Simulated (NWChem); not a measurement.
System meant: silylphosphine (SiPH5); SMILES [SiH3]P

Input file for NWChem:

```
start job
memory heap 200 mb stack 900 mb global 1100 mb
geometry units angstroms noautoz
  Si    -0.000058     1.072848    -0.022570
  P      0.000037    -1.193726    -0.099637
  H     -1.217868     1.560329    -0.737495
  H      1.213418     1.560650    -0.744609
  H      0.003922     1.630623     1.364565
  H     -1.038621    -1.320778     0.874102
  H      1.044662    -1.320449     0.867743
end
basis spherical
  * library def2-svp
end
dft
  odft
  mult 2
  xc b3lyp
  iterations 150
  mulliken
end
task dft energy
```

End of the output:

```
 Summary of "ao basis" -> "" (spherical)
 ------------------------------------------------------------------------------
       Tag                 Description            Shells   Functions and Types
 ---------------- ------------------------------  ------  ---------------------
 *                          def2-svp                  on all atoms

                                 NWChem DFT Module
                                 -----------------

 Summary of "ao basis" -> "ao basis" (spherical)
 ------------------------------------------------------------------------------
       Tag                 Description            Shells   Functions and Types
 ---------------- ------------------------------  ------  ---------------------
 Si                         def2-svp                 8       18   4s3p1d
 P                          def2-svp                 8       18   4s3p1d
 H                          def2-svp                 3        5   2s1p

 Summary of "ao basis" -> "ao basis" (spherical)
 ------------------------------------------------------------------------------
       Tag                 Description            Shells   Functions and Types
 ---------------- ------------------------------  ------  ---------------------
 Si                         def2-svp                 8       18   4s3p1d
 P                          def2-svp                 8       18   4s3p1d
 H                          def2-svp                 3        5   2s1p

      Symmetry analysis of basis
      --------------------------

        a'         40
        a"         21

  number of electrons :                   34
  multiplicity        :                    2
 ------------------------------------------------------------------------
  no. of electrons and multiplicity not compatible                  34
 ------------------------------------------------------------------------
 ------------------------------------------------------------------------
  current input line :
    22: task dft energy
 ------------------------------------------------------------------------
 ------------------------------------------------------------------------
 There is an error in the input file
 ------------------------------------------------------------------------
 For more information see the NWChem manual at https://nwchemgit.github.io

0: no. of electrons and multiplicity not compatible:Received an Error in Communication
```

Problem. Find the fault in this run and fix the input.

Solution. The program refused the input. Cause: the multiplicity doesn't fit the number of electrons (an even count wants an odd multiplicity, and the reverse). This input runs:
```
start job
memory heap 200 mb stack 900 mb global 1100 mb
geometry units angstroms noautoz
  Si    -0.000058     1.072848    -0.022570
  P      0.000037    -1.193726    -0.099637
  H     -1.217868     1.560329    -0.737495
  H      1.213418     1.560650    -0.744609
  H      0.003922     1.630623     1.364565
  H     -1.038621    -1.320778     0.874102
  H      1.044662    -1.320449     0.867743
end
basis spherical
  * library def2-svp
end
dft
  xc b3lyp
  iterations 150
  mulliken
end
task dft energy
```
It converges to -633.68393 Ha (B3LYP/def2-SVP).
